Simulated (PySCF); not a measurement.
Ground-state electric properties of a mixed set of molecules.

All values: PBE0/pcSseg-1 (PySCF) at GFN2-xTB geometries, gas phase, one conformer each.

Question: Rank by LUMO energy, lowest first.
A. `C(=C)C/P=C\C`
B. `N#CC1(F)C[SiH2]C1`
C. `C#C/C=C\[Si@@H](N)F`
D. `CO[C@H]([SiH3])[SiH2]N`
E. `[SiH3]O[Si@@H]1C=C[SiH2]N1`

Answer: C (-1.58 eV), A (-1.28 eV), E (-0.77 eV), B (-0.37 eV), D (0.53 eV).

Question: Rank by the lowest Hirshfeld charge on any atom, lowest value first.
A. `[SiH3]O[Si@@H]1C=C[SiH2]N1`
B. `C#C/C=C\[Si@@H](N)F`
C. `N#CC1(F)C[SiH2]C1`
D. `C=CC/P=C\C`

Answer: A (-0.336 e), B (-0.323 e), C (-0.205 e), D (-0.118 e).

Question: Rank by HOMO–LUMO gap, lowest first.
A. `C(/C#C)=C/[Si@@H](N)F`
B. `[SiH3]O[Si@@H]1C=C[SiH2]N1`
C. `N#CC1(F)C[SiH2]C1`
D. `C=CC/P=C\C`
E. `CO[C@H]([SiH3])[SiH2]N`

Answer: D (5.72 eV), A (5.84 eV), B (6.65 eV), E (7.44 eV), C (8.58 eV).

All values together:

```
                    SMILES     formula  μ (D)  HOMO (eV)  LUMO (eV)  lowest IAO charge (e)  highest IAO charge (e)  lowest Hirshfeld charge (e)  highest Hirshfeld charge (e)
                C=CC/P=C\C       C5H9P   1.81      -6.99      -1.28             -0.443 (C)              +0.336 (P)                   -0.118 (C)                    +0.081 (P)
    CO[C@H]([SiH3])[SiH2]N  C2H11NOSi2   1.29      -6.91       0.53             -0.842 (N)             +0.912 (Si)                   -0.322 (N)                   +0.359 (Si)
[SiH3]O[Si@@H]1C=C[SiH2]N1   C2H9NOSi3   0.72      -7.42      -0.77             -0.954 (N)             +1.215 (Si)                   -0.336 (N)                   +0.438 (Si)
       C#C/C=C\[Si@@H](N)F    C4H6FNSi   2.48      -7.42      -1.58             -0.859 (N)             +1.332 (Si)                   -0.323 (N)                   +0.461 (Si)
         N#CC1(F)C[SiH2]C1    C4H6FNSi   4.12      -8.95      -0.37             -0.557 (C)             +0.750 (Si)                   -0.205 (N)                   +0.370 (Si)
```

Conformers: `[CH2:1]=[CH:2][CH2:3]/[P:4]=[CH:5]\[CH3:6]` with C1–C2–C3–P4 112°, C2–C3–P4–C5 179°; `[CH3:1][O:2][C@H:3]([SiH3:4])[SiH2:5][NH2:6]` with C1–O2–C3–Si4 -87°, O2–C3–Si5–N6 -56°, C3–Si5–N6–H 178° and 42°; `[SiH3:1][O:2][Si@@H:3]1[CH:4]=[CH:5][SiH2:6][NH:7]1` with Si1–O2–Si3–C4 60°; `[CH:1]#[C:2]/[CH:3]=[CH:4]\[Si@@H:5]([NH2:6])[F:7]` with C3–C4–Si5–N6 49°, C4–Si5–N6–H 85° and -55°; `[N:1]#[C:2][C:3]1([F:4])[CH2:5][SiH2:6][CH2:7]1` with C2–C3–C5–Si6 -108°, C3–C5–Si6–C7 -8°, C5–Si6–C7–C3 8°, C2–C3–C7–Si6 108°.
